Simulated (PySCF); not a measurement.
One of the candidates below gave these computed data.

All candidates are CH11O2PSi3.

| technique | computed result |
| --- | --- |
| Rotational structure | rotational constants A, B, C: 2.274, 0.585, 0.491 GHz [GFN2-xTB] |
| 13C NMR | chemical shifts (computed TMS as zero) by class: 4.7 (1 C) ppm [GIAO PBE0/pcSseg-1] |
| Dipole | 1.21 D [B3LYP/def2-SVPD] |
| Triplet | lowest triplet excitation (Tamm–Dancoff): 5.52 eV [TDA B3LYP/def2-SVPD] |
| NMR, other nuclei | isotropic shieldings of nuclei other than C and H, by class: 261 (1 O), 297 (1 O), 348 (1 Si), 395 (1 Si), 398 (1 Si), 604 (1 P) ppm [GIAO PBE0/pcSseg-1] |
| UV, strongest line | among the 8 lowest singlet transitions: S7 at 7.13 eV (174 nm, f = 0.105) [TDDFT B3LYP/def2-SVPD] |

Gas-phase values; electronic properties from PySCF, density fitting. Levels stand in brackets. Isolated species at its GFN2-xTB geometry (one conformer only). NMR classes are plain means over equivalent atoms (diastereotopic ones count apart unless rotation or inversion swaps them), as if these changed places fast.

Problem. Which candidate is it?
A. `O[SiH2]O[Si@H](P)C[SiH3]`
B. `C[Si@H](P)O[SiH2]O[SiH3]`
C. `CO[Si@H](O[SiH3])[SiH2]P`
D. `[SiH3]O[SiH2]OC[SiH2]P`

Solution. B. It is `C[Si@H](P)O[SiH2]O[SiH3]`. Numbering: `[CH3:1][Si@H:2]([PH2:3])[O:4][SiH2:5][O:6][SiH3:7]`. The one carbon: Si-methyl carbon [C1] (4.7 ppm). The other shieldings belong to: 261 ppm, siloxane oxygen [O4]; 297 ppm, siloxane oxygen [O6]; 348 ppm, oxygen-bound silicon [Si2]; 395 ppm, oxygen-bound silicon [Si7]; 398 ppm, oxygen-bound silicon [Si5]; 604 ppm, three-coordinate phosphorus [P3]. The optimised geometry has point group C1 and is an asymmetric top.

The others, at the same levels:
- `CO[Si@H](O[SiH3])[SiH2]P` fails: its computed 13C shifts are 53.0 (1 C) ppm, lowest triplet excitation (Tamm–Dancoff) is 5.08 eV (against 5.52 eV) and strongest line among the 8 lowest singlet transitions is S3 at 6.19 eV (200 nm, f = 0.135) (against S7 at 7.13 eV).
- `[SiH3]O[SiH2]OC[SiH2]P` fails: its computed 13C shifts are 57.0 (1 C) ppm, strongest line among the 8 lowest singlet transitions is S3 at 6.47 eV (192 nm, f = 0.053) (against S7 at 7.13 eV) and rotational constant A is 1.844 GHz (against 2.274 GHz).
- `O[SiH2]O[Si@H](P)C[SiH3]` fails: its computed 13C shifts are -0.4 (1 C) ppm, strongest line among the 8 lowest singlet transitions is S4 at 6.84 eV (181 nm, f = 0.177) (against S7 at 7.13 eV) and rotational constant A is 1.132 GHz (against 2.274 GHz).

Each candidate is one conformer, not necessarily the lowest. The conformers computed, where there is a choice (atom-mapped SMILES and torsion angles):
- `[CH3:1][Si@H:2]([PH2:3])[O:4][SiH2:5][O:6][SiH3:7]`: C1–Si2–O4–Si5 -16°, Si2–O4–Si5–O6 -23°, O4–Si5–O6–Si7 -4°, H–P3–Si2–C1 73°, H–P3–Si2–C1 166°
- `[CH3:1][O:2][Si@H:3]([O:4][SiH3:5])[SiH2:6][PH2:7]`: C1–O2–Si3–O4 -48°, O2–Si3–O4–Si5 -67°, O2–Si3–Si6–P7 51°, H–P7–Si6–Si3 -55°, H–P7–Si6–Si3 -148°

The conformers of `[SiH3]O[SiH2]OC[SiH2]P` and `O[SiH2]O[Si@H](P)C[SiH3]` aren't listed.
